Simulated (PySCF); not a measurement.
C4H10O2, SMILES C(OC)C(C)O, GFN2-xTB optimised geometry.

```
16

C     -0.45    -2.83    -2.23
O     -0.06    -2.02    -1.14
C     -0.56    -0.70    -1.22
C     -0.03     0.06     0.00
C     -0.51     1.51     0.00
O      1.37     0.06     0.00
H     -0.08    -2.42    -3.17
H     -0.01    -3.81    -2.06
H     -1.54    -2.92    -2.28
H     -0.20    -0.22    -2.14
H     -1.66    -0.71    -1.23
H     -0.40    -0.45     0.90
H     -0.17     2.01    -0.90
H     -1.60     1.55     0.05
H     -0.10     2.02     0.86
H      1.66    -0.84    -0.18
```

Density from PBE0/def2-TZVP in PySCF 2.14.0 at that geometry.

Minimum of the electron density along straight lines between bonded atoms, close to the bond critical point (lines longer than 1.1 times the sum of covalent radii, or with two minima, are not listed):

```json
[
 {"bond": "C1–O2", "length / Å": "1.403", "ρ at the minimum / e bohr⁻³": "0.267", "∇²ρ there / e bohr⁻⁵": "-0.56", "position (fraction from the first atom)": "0.35"},
 {"bond": "O2–C3", "length / Å": "1.412", "ρ at the minimum / e bohr⁻³": "0.263", "∇²ρ there / e bohr⁻⁵": "-0.57", "position (fraction from the first atom)": "0.65"},
 {"bond": "C3–C4", "length / Å": "1.533", "ρ at the minimum / e bohr⁻³": "0.255", "∇²ρ there / e bohr⁻⁵": "-0.66", "position (fraction from the first atom)": "0.51"},
 {"bond": "C4–C5", "length / Å": "1.523", "ρ at the minimum / e bohr⁻³": "0.252", "∇²ρ there / e bohr⁻⁵": "-0.65", "position (fraction from the first atom)": "0.51"},
 {"bond": "C4–O6", "length / Å": "1.409", "ρ at the minimum / e bohr⁻³": "0.268", "∇²ρ there / e bohr⁻⁵": "-0.63", "position (fraction from the first atom)": "0.36"},
 {"bond": "C1–H7", "length / Å": "1.097", "ρ at the minimum / e bohr⁻³": "0.280", "∇²ρ there / e bohr⁻⁵": "-0.97", "position (fraction from the first atom)": "0.64"},
 {"bond": "C1–H8", "length / Å": "1.088", "ρ at the minimum / e bohr⁻³": "0.287", "∇²ρ there / e bohr⁻⁵": "-1.03", "position (fraction from the first atom)": "0.65"},
 {"bond": "C1–H9", "length / Å": "1.097", "ρ at the minimum / e bohr⁻³": "0.280", "∇²ρ there / e bohr⁻⁵": "-0.98", "position (fraction from the first atom)": "0.64"},
 {"bond": "C3–H10", "length / Å": "1.101", "ρ at the minimum / e bohr⁻³": "0.279", "∇²ρ there / e bohr⁻⁵": "-0.97", "position (fraction from the first atom)": "0.65"},
 {"bond": "C3–H11", "length / Å": "1.100", "ρ at the minimum / e bohr⁻³": "0.279", "∇²ρ there / e bohr⁻⁵": "-0.97", "position (fraction from the first atom)": "0.64"},
 {"bond": "C4–H12", "length / Å": "1.103", "ρ at the minimum / e bohr⁻³": "0.281", "∇²ρ there / e bohr⁻⁵": "-0.98", "position (fraction from the first atom)": "0.64"},
 {"bond": "C5–H13", "length / Å": "1.087", "ρ at the minimum / e bohr⁻³": "0.280", "∇²ρ there / e bohr⁻⁵": "-0.96", "position (fraction from the first atom)": "0.64"},
 {"bond": "C5–H14", "length / Å": "1.086", "ρ at the minimum / e bohr⁻³": "0.279", "∇²ρ there / e bohr⁻⁵": "-0.96", "position (fraction from the first atom)": "0.64"},
 {"bond": "C5–H15", "length / Å": "1.086", "ρ at the minimum / e bohr⁻³": "0.281", "∇²ρ there / e bohr⁻⁵": "-0.97", "position (fraction from the first atom)": "0.64"},
 {"bond": "O6–H16", "length / Å": "0.965", "ρ at the minimum / e bohr⁻³": "0.360", "∇²ρ there / e bohr⁻⁵": "(withheld)", "position (fraction from the first atom)": "0.81"}
]
```

Complete the blanks.


- O6–H16, ∇²ρ there / e bohr⁻⁵: -2.45
